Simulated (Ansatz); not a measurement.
Reaction (redistribution): `[OH][AlH][SiH3]` + `[OH][Ga]1[CH2][S]1` → `[OH][Al]([OH])[SiH3]` + `[CH2]1[S][GaH]1`

Gas-phase electronic energies from Ansatz, PBE0-D4/def2-TZVP geometries. CCSD(T)/CBS is the MP2 limit (def2-TZVPP, def2-QZVPP) plus CCSD(T) − MP2 in def2-TZVPP, frozen cores. Functionals use def2-TZVPP. For Ga outer-core shells are correlated without core-valence functions, which leaves a few kJ/mol of doubt a bond. Scalar relativity is left out up to krypton. One conformer a species, not always the lowest.

`[OH][AlH][SiH3]`:

Z-matrix (Å, degrees):
```
Si
Al 1 2.447
H 1 1.492 2 110.4
H 1 1.488 2 112.9 3 -120.8
H 1 1.492 2 110.7 3 118.0
O 2 1.698 1 116.2 3 114.7
H 2 1.590 1 124.9 3 -65.0
H 6 0.956 2 123.1 1 -179.6
```

`[OH][Ga]1[CH2][S]1`:

```xyz
7

O     2.184   -0.609   -0.727
Ga    0.561   -0.360   -0.094
C    -1.138    0.436    0.325
S    -0.989   -1.321    1.061
H     2.517    0.142   -1.224
H    -1.218    1.204    1.088
H    -1.916    0.509   -0.429
```

`[OH][Al]([OH])[SiH3]`:

Cartesian coordinates in Å:
```
O 0.056 -2.065 -0.486
Al 0.157 -0.587 0.337
O 0.594 -0.447 1.968
Si -0.370 1.456 -0.872
H 0.226 -2.932 -0.123
H 0.815 -1.159 2.565
H -1.697 1.986 -0.446
H -0.422 1.230 -2.342
H 0.640 2.516 -0.601
```

`[CH2]1[S][GaH]1`:

Z-matrix (Å, degrees):
```
C
Ga 1 1.931
S 1 1.885 2 69.1
H 1 1.086 2 120.4 3 -105.1
H 1 1.086 2 120.4 3 105.1
H 2 1.530 1 162.5 3 -180.0
```

| species | revPBE energy (Eh) |
| --- | --- |
| `[OH][AlH][SiH3]` | -610.10362 |
| `[OH][Ga]1[CH2][S]1` | -2438.00939 |
| `[OH][Al]([OH])[SiH3]` | -685.41035 |
| `[CH2]1[S][GaH]1` | -2362.74328 |

(1) Work out ΔE.

Largest T1 diagnostic among the species: 0.015.

## Answers

(1) ΔE = (-685.41035) + (-2362.74328) − (-610.10362) − (-2438.00939) = -0.04062 Eh = -1.11 eV. CCSD(T)/CBS gives -1.18 eV.

At CCSD(T), def2-SVP lies +0.14 eV from the extrapolated value and def2-TZVPP +0.04 eV. Leaving LDA and LC-ωPBE aside and taking each functional with its dispersion term where it has one, the values, not all of them listed here, spread over 0.11 eV, from BHLYP-D4 to revPBE-D4. LDA lies −0.08 eV from PBE without D4.
